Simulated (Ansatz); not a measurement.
```yaml
crystal:
  periodic: [false, false, false]
  atoms:
    - {symbol: Al, position_ang: [-2.082023, 3.970581, -1.076951]}
    - {symbol: B, position_ang: [0.234440, 0.039503, -0.692537]}
    - {symbol: Si, position_ang: [1.554972, -3.382778, 1.581641]}
    - {symbol: Se, position_ang: [2.642674, -2.375999, -3.212040]}
    - {symbol: H, position_ang: [-5.444747, 3.957456, -2.041863]}
    - {symbol: H, position_ang: [-0.545554, 7.015974, -0.299423]}
    - {symbol: H, position_ang: [4.116695, -3.306195, 3.594879]}
    - {symbol: H, position_ang: [-0.273836, -6.043937, 2.023534]}
basis:
  gaussian: {orbitals: pcseg-2}
hamiltonian: {xc: {name: RPBE}, dispersion: d4}
```

```sh
$ ansatz run in.yaml --threads 2 --pin off --events-out ev --progress --plain --max-ram 4352MiB
```

It prints (some lines left out):

```
Functional definition: RPBE
1274 factors; their error is unknown
mean field evaluation 1: about -80515.3537 eV, gradient 4.4e1 eV
mean field evaluation 2: about -80221.5737 eV, gradient 1.9e2 eV
mean field evaluation 4: about -80351.7140 eV, gradient 1.5e2 eV
mean field evaluation 8: about -80538.5515 eV, gradient 5.3e0 eV
mean field evaluation 16: about -80539.4738 eV, gradient 2.9e-2 eV
mean field evaluation 160: about -80539.4546 eV, gradient 1.5e-1 eV
mean field evaluation 192: about -80539.4627 eV, gradient 8.7e-1 eV
mean field -80539.47388584 eV, -2959.7710736884 hartree, gradient 9.0e-6 eV, S^2 0.000000; 20 other end points of the search recorded, 0 dependent functions left out
reference -80539.47397575 eV, -2959.7710769927 hartree; 35, 35 occupied and 162, 162 virtual orbitals, 1274 factors
Total energy: -80539.70019331 eV, -2959.7793903345 hartree
```

In this input the geometry is stretched to more than twice its size. The calculation finished and met its thresholds. The result belongs to that input, not to the molecule as meant.
